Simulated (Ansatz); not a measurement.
Total energies of CH₇AlSeSi, SMILES `[CH3][AlH][SiH2][SeH]`.

```xyz
11

C     0.985    1.883    1.116
Al    0.340    0.048    0.965
Si   -0.651   -0.795   -1.124
Se   -1.198   -2.991   -0.753
H     2.072    1.885    1.255
H     0.561    2.371    2.000
H     0.760    2.501    0.244
H     0.458   -0.946    2.201
H     0.287   -0.701   -2.281
H    -1.872   -0.035   -1.525
H    -1.740   -3.220   -2.100
```

The species carries charge 0 and has multiplicity 1. Correlated methods include outer-core shells of Se, which these sets cover unevenly. Scalar relativity is left out up to krypton. The geometry is a stationary point of PBE0-D4/def2-TZVP. It is one conformer, not always the lowest. Basis def2-TZVPP, Ansatz.

RPA on PBE orbitals: Hartree–Fock energy of these orbitals -2972.63530 Eh, correlation -1.14397 Eh (frozen core).

```tsv
functional	kind	energy without D4 (Eh)	D4 term (kJ/mol)
LDA (SPW92)	LDA	-2969.78475	–
PBE	GGA	-2975.12815	-23.1
revPBE	GGA	-2975.51923	-58.9
BLYP	GGA	-2975.84380	-48.7
r2SCAN	meta-GGA	-2975.75056	-5.6
PBE0	global hybrid, 25 % exact exchange	-2975.27015	-19.9
B3LYP	global hybrid, 20 %	-2975.93099	-37.5
r2SCANh	meta-GGA hybrid, 10 %	-2975.74309	-6.1
r2SCAN0	meta-GGA hybrid, 25 %	-2975.73308	-6.8
HSE06 (plane-wave form)	screened hybrid	-2975.25737	-18.8
BHLYP	global hybrid, 50 %	-2975.80390	-33.2
CAM-B3LYP	range-separated hybrid	-2975.94852	-20.7
ωB97M-V	range-separated hybrid meta-GGA with VV10	-2975.62940	–
B2PLYP	double hybrid	-2975.18057	–
```

(1) Give the same for B97M-V, LC-ωPBE, ωB97X-V, PBE-QIDH. (Best estimate.)

B3LYP takes the VWN-RPA correlation (the form of Gaussian; ORCA's B3LYP/G). HSE06 is the plane-wave form, built on full-range PBE exchange. The double hybrids freeze the cores in their second-order part.

Answers

(1) The calculation gave: 
```
functional                                  kind  energy without D4 (Eh)  D4 term (kJ/mol)
    B97M-V                    meta-GGA with VV10             -2975.27757                 –
   LC-ωPBE           long-range corrected hybrid             -2975.31735                 –
   ωB97X-V  range-separated hybrid GGA with VV10             -2975.52561                 –
  PBE-QIDH                         double hybrid             -2974.77303                 –
```

LC-ωPBE has ω = 0.4 bohr⁻¹.
